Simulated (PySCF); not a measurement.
**Field gradients at the hydrogen positions**

C4H10ClPSi2.
Z-matrix (Å and degrees, GFN2-xTB geometry), rows numbered from 1:
```
C 
Si  1  1.8941
C   2  1.9118  1  108.76
Cl  3  1.8060  2  105.33  1  -177.10
C   3  1.4892  2  115.89  1   -54.33
C   5  1.3353  3  106.23  2   122.46
Si  6  1.8897  5   94.42  3     4.49
P   7  2.2431  3  118.24  2    -3.65
H   1  1.0874  2  111.33  3   -60.48
H   1  1.0865  2  111.56  3    59.66
H   1  1.0854  2  110.81  3   179.70
H   2  1.4660  1  111.85  3   117.70
H   2  1.4669  1  110.96  3  -118.20
H   5  1.0791  3  124.41  2   -56.81
H   6  1.0769  5  127.18  3  -176.21
H   7  1.4690  3  110.90  2   133.76
H   8  1.3857  7   93.98  3    90.42
H   8  1.3837  7   93.35  3  -177.20
```

Level: PBE0/pcSseg-1 (PySCF, non-relativistic); Q(2H) = 0.00286 b; rigid geometry, the same for H and D, with no vibrational averaging.

Question: Rank these positions by the coupling χzz of a deuteron there, largest first.
A. H18 (P–H hydrogen)
B. H10 (methyl hydrogen)
C. H9 (methyl hydrogen)
D. H14 (vinylic hydrogen)
E. H15 (vinylic hydrogen)
F. H13 (Si–H hydrogen)

Answer: E (229 kHz), D (222 kHz), B (218 kHz), C (213 kHz), A (144 kHz), F (108 kHz).

Q: What are Vzz, η and χzz (234.96 MHz × Q × Vzz) at all hydrogens?

A: 
```csv
atom,bonded to,bond length (Å),Vzz (au),η,χzz (kHz)
H9,C1,1.087,0.3167,0.01,213
H10,C1,1.087,0.3244,0.01,218
H11,C1,1.085,0.3275,0.01,220
H12,Si2,1.466,0.1614,0.01,108
H13,Si2,1.467,0.1604,0.01,108
H14,C5,1.079,0.3308,0.03,222
H15,C6,1.077,0.3408,0.01,229
H16,Si7,1.469,0.1575,0.01,106
H17,P8,1.386,0.2116,0.07,142
H18,P8,1.384,0.2150,0.07,144
```

Q: Average by the element that carries the hydrogen.

A: on C: 220 kHz over 5 positions, mean bond length 1.083 Å; on Si: 107 kHz over 3 positions, mean bond length 1.467 Å; on P: 143 kHz over 2 positions, mean bond length 1.385 Å.

Q: Give the 2H NMR doublet splittings at H18 for a magnetic field along the z, y and x axes of the gradient: 3χ/2, 3χ(1 + η)/4, 3χ(1 − η)/4.

A: With |χ| = 144.5 kHz and η = 0.070: 217, 116 and 101 kHz, to first order and without motion.

Geometry: GFN2-xTB, one conformer, isolated molecule. GFN2-xTB bond lengths can be off by several hundredths of an ångström, more for odd bonds, and the gradients follow them. A larger basis could move these couplings by a tenth or more.
